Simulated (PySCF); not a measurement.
## Excitation energy of Re²⁺ by level of theory

Re²⁺ [Xe] 4f14 5d5 (6S) → Re²⁺ [Xe] 4f14 5d4 6s1 (6D), as a difference of total energies. Computed with PySCF 2.14 in aug-cc-pVDZ-PP with ECP60MDF (5s5p4d2f, 54 functions), with a scalar-relativistic core potential. Correlated levels: valence: 5s2 5p6 frozen. The calculations carry no spin-orbit coupling.

| method | excitation energy (cm⁻¹) |
| --- | --- |
| UHF | 22624 |
| MP2 (valence) | 23059 |
| SCS-MP2 (valence) | 22769 |
| CCSD (valence) | 22963 |
| CCSD(T) (valence) | 22960 |
